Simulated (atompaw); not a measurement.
**chromium: one change to a PAW (atompaw) potential, before and after**

chromium (Cr), PAW, made with atompaw 4.2.0.5 (PBE, scalar-relativistic). Core [Ne], reference 3s2 3p6 3d5 4s0.5 4p0 (charge +0.5). Waves: 3s (bound): rc 1.30 bohr; 4s (bound): rc 1.85 bohr; 3p (bound): rc 1.45 bohr; 4p (bound, empty): rc 2.20 bohr; 3d (bound): rc 2.20 bohr; 3d channel at 0.05 Ry: rc 2.20 bohr. Local part: bessel scheme, radius 1.60 bohr. Core correction: smooth core density matched at 1.80 bohr. Augmentation charge: gaussian compensation charge, radius 1.75 bohr; PAW radius 2.20 bohr; waves and projectors: custom polynom2 7 10 vanderbiltortho.

Change: waves 3s (bound); 4s (bound); 3p (bound); 4p (bound); 3d (bound); 3d channel at 0.05 Ry; augmentation gaussian compensation charge, radius 1.75 bohr; PAW radius 2.20 bohr; waves and projectors: bloechl.

Cutoffs: the cutoffs (Ry, on a coarse ladder) from which the occupation-weighted sum of valence levels, in a spherical-Bessel basis at the reference potential, stays within 10 and 1 mRy of its value at 400 Ry; they do not see the model core or the augmentation charge, which bear on the density cutoff.

Problem. What does the change do?

Solution. The potential gets softer (45 Ry and 230 Ry → 35 Ry and 45 Ry); neither file shows a bound ghost.

| quantity | base | changed |
| --- | --- | --- |
| cutoff, loose | 45 Ry | 35 Ry |
| cutoff, tight | 230 Ry | 45 Ry |
| loose cutoff by channel (10 mRy a level) | s 18 Ry, p 25 Ry, d 15 Ry | s 21 Ry, p 25 Ry, d 30 Ry |
| bound ghosts | none | none |
| s: phases at 2.22 bohr within 0.05 rad from the reference energy up to (Ry; the scan ends near 5) | to the end of the scan | to the end of the scan |
| p: phases at 2.22 bohr within 0.05 rad from the reference energy up to (Ry; the scan ends near 5) | to the end of the scan | to the end of the scan |
| d: phases at 2.22 bohr within 0.05 rad from the reference energy up to (Ry; the scan ends near 5) | 1.9 | 2.4 |
| lowest overlap eigenvalue by channel | s 0.77, p 0.64, d 0.97 | s 0.61, p 0.78, d 1.00 |

 The cutoffs see the waves, projectors and local potential, not the compensation charge or the core.
